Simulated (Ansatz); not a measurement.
Cost and result up the ladder for In3P3H12, a cluster cut from wurtzite InP (hydrogen-capped) (18 atoms). The state is a singlet with charge 0. Geometry: r2SCAN-D4/def2-SVP.

```xyz
18

P    -2.197   -0.424    0.374
In   -0.854   -2.660   -0.014
P     1.518   -1.618    0.476
In   -1.862    1.963   -0.697
P     0.695    2.159   -0.081
In    2.689    0.503   -0.566
H    -3.560   -0.756    0.134
H    -2.314   -0.240    1.780
H    -1.227   -3.710    1.302
H    -0.907   -2.969   -1.705
H     1.652   -1.517    1.889
H     2.441   -2.686    0.297
H    -2.710    3.088    0.297
H    -1.932    1.743   -2.402
H     0.770    2.513    1.295
H     1.114    3.416   -0.601
H     2.708    0.256   -2.269
H     3.980    0.939    0.490
```

Ansatz on 4 threads of Arm Neoverse V1 on a shared host. Times are rough, and most runs start from the orbitals of an earlier one. CAM-B3LYP-D4/def2-TZVP serves as the yardstick here, not as an exact answer. Differences are given only for rows in sets of like size (and for xTB, whose basis is part of the method), since another set adds its own error. Binding counts from free atoms at the same level (P quartet, In doublet, H doublet; other spins of the atoms weren't run), without zero-point energy or a counterpoise term.

In the def2 sets In takes a core potential, while STO-3G treats all electrons; there is no spin–orbit coupling. Correlated methods freeze 27 core orbitals; core or outer-core shells of In are correlated, in sets that lack core-valence functions.

Correlated methods converge slowly with the basis.

```json
{"level": "HF/STO-3G", "functions": "120", "wall time": "2.6 s", "binding energy per atom (eV)": "3.04", "difference from CAM-B3LYP-D4/def2-TZVP (eV)": "–"}
{"level": "PBE-D4/def2-SVP", "functions": "192", "wall time": "4.2 s", "binding energy per atom (eV)": "2.40", "difference from CAM-B3LYP-D4/def2-TZVP (eV)": "–"}
{"level": "PBE0-D4/def2-SVP", "functions": "192", "wall time": "7 s", "binding energy per atom (eV)": "2.39", "difference from CAM-B3LYP-D4/def2-TZVP (eV)": "–"}
{"level": "PBE-D4/def2-TZVP", "functions": "333", "wall time": "8.5 s", "binding energy per atom (eV)": "2.41", "difference from CAM-B3LYP-D4/def2-TZVP (eV)": "-0.04"}
{"level": "PBE-D4/def2-TZVPD", "functions": "405", "wall time": "15 s", "binding energy per atom (eV)": "2.41", "difference from CAM-B3LYP-D4/def2-TZVP (eV)": "-0.04"}
{"level": "r2SCAN-D4/def2-TZVP", "functions": "333", "wall time": "18 s", "binding energy per atom (eV)": "2.44", "difference from CAM-B3LYP-D4/def2-TZVP (eV)": "-0.02"}
{"level": "MP2/def2-TZVP", "functions": "333", "wall time": "21 s", "binding energy per atom (eV)": "2.24", "difference from CAM-B3LYP-D4/def2-TZVP (eV)": "-0.21"}
{"level": "PBE0-D4/def2-TZVP", "functions": "333", "wall time": "21 s", "binding energy per atom (eV)": "2.41", "difference from CAM-B3LYP-D4/def2-TZVP (eV)": "-0.04"}
{"level": "CAM-B3LYP-D4/def2-TZVP", "functions": "333", "wall time": "22 s", "binding energy per atom (eV)": "2.45", "difference from CAM-B3LYP-D4/def2-TZVP (eV)": "0.00"}
{"level": "r2SCANh-D4/def2-TZVP", "functions": "333", "wall time": "27 s", "binding energy per atom (eV)": "2.43", "difference from CAM-B3LYP-D4/def2-TZVP (eV)": "-0.02"}
{"level": "PBE0-D4/def2-TZVPD", "functions": "405", "wall time": "32 s", "binding energy per atom (eV)": "2.41", "difference from CAM-B3LYP-D4/def2-TZVP (eV)": "-0.04"}
```
